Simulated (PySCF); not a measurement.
# Simulated absorption spectrum

Compound: 2,5-dimethylthiophenol, C8H10S.
InChI=1S/C8H10S/c1-6-3-4-7(2)8(9)5-6/h3-5,9H,1-2H3

Computed with TDDFT B3LYP/def2-SVPD, vertical, gas phase, core orbitals frozen in the response in PySCF 2.14.0, density-fitted response routines. Isolated species at its PBE0-D3(BJ)/def2-SVP geometry (one conformer only). Torsions of this conformer, `[CH3:1][c:2]1[cH:3][cH:4][c:5]([CH3:6])[c:7]([SH:8])[cH:9]1`: H–S8–C7–C5 -41°.

Computed states:

| state | E (eV) | f |
| --- | --- | --- |
| S1 | 4.81 | 0.0083 |
| S2 | 5.03 | 0.112 |
| S3 | 5.37 | 0.025 |
| S4 | 5.65 | 0.016 |
| S5 | 5.76 | 0.118 |
| S6 | 5.94 | 0.104 |

Each state is given a Gaussian of 0.5 eV full width at half maximum, with ε(max) = 2.175×10⁸ f / Δν̃ (Δν̃ the width in cm⁻¹). The cross-section is σ = 3.8235×10⁻²¹ ε cm², given in Mb (10⁻¹⁸ cm²). The width is an assumption, not a result. The curve ends short of the highest state used, and states not computed would add to its high-energy end.

Question: Give the broadened spectrum and its maxima.

Answer: 
```tsv
λ (nm)	σ (Mb)
232.2	18.05
234.3	18.88
236.4	20.34
238.5	22.08
240.6	23.76
242.7	25.06
244.8	25.73
246.9	25.64
249.0	24.76
251.1	23.18
253.2	21.04
255.3	18.55
257.4	15.89
259.5	13.26
261.6	10.78
263.7	8.57
265.8	6.66
267.9	5.08
270.0	3.80
272.1	2.79
274.2	2.02
276.3	1.44
278.4	1.01
280.5	0.70
282.6	0.48
284.6	0.33
286.7	0.22
288.8	0.15
290.9	0.10
293.0	0.06
295.1	0.04
297.2	0.03
299.3	0.02
301.4	0.01
303.5	0.01
305.6	0.00
```

Maxima: 246 nm (5.05 eV), ε about 6700, made up of S2 (89%) (ε in L mol⁻¹ cm⁻¹; maxima over ε = 5, shares over 10%).

Question: Does any computed singlet lie in the visible range?

Answer: No computed singlet lies in the visible range (380 to 750 nm); the lowest, at 258 nm, stands 1.54 eV above its violet end (3.26 eV).

Question: What would ε be at 5.05 eV, the highest of these maxima, with half the width (0.25 eV)?

Answer: About 12000 L mol⁻¹ cm⁻¹ against 6740, a factor of about 1.8; a lone state at its own centre would give exactly 2.

Question: Coming from long wavelengths, where does ε first pass 100 L mol⁻¹ cm⁻¹?

Answer: At about 284 nm (4.37 eV), 0.44 eV below S1.
